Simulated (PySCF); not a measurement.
Ge(H)(F)(Cl)2, SMILES [Cl][GeH]([F])[Cl] (HCl₂FGe), PBE0/def2-SVP optimised geometry.

```
5

Ge    -0.78    -0.71     0.00
F     -1.28    -1.51     1.44
Cl     1.35    -0.71     0.00
Cl    -1.49    -1.86    -1.64
H     -1.35     0.71     0.00
```

Density from PBE0/def2-TZVP in PySCF at that geometry.

Minimum of the electron density along straight lines between bonded atoms, close to the bond critical point (lines longer than 1.1 times the sum of covalent radii, or with two minima, are not listed):

```
bond     length / Å  ρ at the minimum / e bohr⁻³  ∇²ρ there / e bohr⁻⁵  position (fraction from the first atom)
-------  ----------  ---------------------------  --------------------  ---------------------------------------
Ge1–F2        1.724                        0.148                     ?                                     0.48
Ge1–Cl3       2.129                        0.111                  0.18                                     0.43
Ge1–Cl4       2.129                        0.111                  0.18                                     0.43
Ge1–H5        1.524                        0.142                     ?                                     0.59
```

Fill in the missing entries.


- Ge1–F2, ∇²ρ there / e bohr⁻⁵: 0.85
- Ge1–H5, ∇²ρ there / e bohr⁻⁵: 0.01
